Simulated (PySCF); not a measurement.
# Bond curve of KBr

Set-up: K x2c-TZVPall, Br x2c-TZVPall; spin-free X2C with a Gaussian nucleus (PySCF 2.14). Energies in eV from K + Br in their ground configurations at the same level. State: ¹Σ⁺ (singlet), closed shell.

All columns are PBE0. A positive dipole means K(−)Br(+).

```csv
R (Å),E (eV),μ (D),Mulliken charge on K (basis-dependent),HOMO (eV),LUMO (eV),Mayer bond order,⟨S²⟩
2.450,-3.303,-8.66,0.68,-6.15,-1.14,0.63,0.00
2.564,-3.614,-9.19,0.69,-6.05,-1.21,0.61,0.00
2.678,-3.779,-9.71,0.70,-5.91,-1.29,0.59,0.00
2.764,-3.836,-10.11,0.71,-5.80,-1.35,0.57,0.00
2.849,-3.849,-10.50,0.71,-5.71,-1.41,0.56,0.00
2.934,-3.831,-10.90,0.72,-5.61,-1.47,0.55,0.00
3.048,-3.771,-11.43,0.72,-5.49,-1.55,0.54,0.00
3.191,-3.658,-12.10,0.73,-5.34,-1.65,0.52,0.00
3.362,-3.491,-12.92,0.73,-5.18,-1.77,0.50,0.00
3.590,-3.247,-14.01,0.74,-4.97,-1.92,0.48,0.00
```

A fit through these points gives, at Re = 2.839 Å, μ = -10.45 D and dμ/dR = -4.64 D/Å; the reduced mass is 26.08 u.

Problem. How strong is the fundamental in the double-harmonic approximation, I = 42.26·(dμ/dR)²/μred km/mol?

Solution. I = 42.26·(-4.64)²/26.08 = 34.9 km/mol at PBE0.
